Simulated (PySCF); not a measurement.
# Arsenic: a sound run and one with changed settings

Sound run: As [Ar] 3d10 4s2 4p3, As⁺ [Ar] 3d10 4s2 4p2. Computed with PySCF 2.14 in cc-pVDZ-DK, with the spin-free X2C one-electron Hamiltonian (Gaussian nucleus). In the sound run the correlated levels freeze [Ar] 3d10. The sound run starts from symmetry-adapted Hartree-Fock orbitals and uses a fine grid where one is needed.

Changed run: all electrons correlated in a basis built for the valence shell.

```
species  method  sound run (hartree)  changed run (hartree)  converged
     As     MP2          -2258.97105            -2258.99659        yes
    As⁺     MP2          -2258.61262            -2258.63655        yes
```

Ionisation energy of As:

| method | sound run (eV) | changed run (eV) |
| --- | --- | --- |
| UHF | 9.425 | 9.425 |
| MP2 | 9.753 | 9.797 |
| SCS-MP2 | 9.636 | 9.662 |

A valence basis has no tight correlating functions, so it recovers only part of the core correlation, and not evenly between atom and ion.

For comparison, NIST gives 9.789 eV between the lowest levels.
